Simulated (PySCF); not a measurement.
Computed shifts of a molecule F2H5NSi2, PBE/pcSseg-1 run with PySCF, GIAO, gas phase, atoms alike by connectivity averaged where their shifts nearly agree, in ppm (number of nuclei): ²⁹Si: -35.3 (1), -58.3 (1). ¹⁵N: 39.1 (1). ¹⁹F: -161.1 (1), -162.7 (1). ¹H: 5.04 (3), 4.92 (1), 1.00 (1). References: ²⁹Si against TMS (σ = 335.4 ppm); ¹⁵N against NH3 (σ = 267.0 ppm); ¹⁹F against CFCl3 (σ = 133.6 ppm); ¹H against TMS (σ = 31.49 ppm), references at their B3LYP-D3(BJ)/def2-TZVP geometries, non-relativistic. Coordinates come from a TPSSh-D3(BJ)/def2-SVP optimisation. The values are those of a single conformer.

Problem. Which molecule gave these data?
A. F[SiH2]N[SiH2]F
B. N[Si](F)(F)[SiH3]
C. N[Si@@H](F)[SiH2]F
D. F[SiH](F)N[SiH3]

Solution. D, F[SiH](F)N[SiH3]
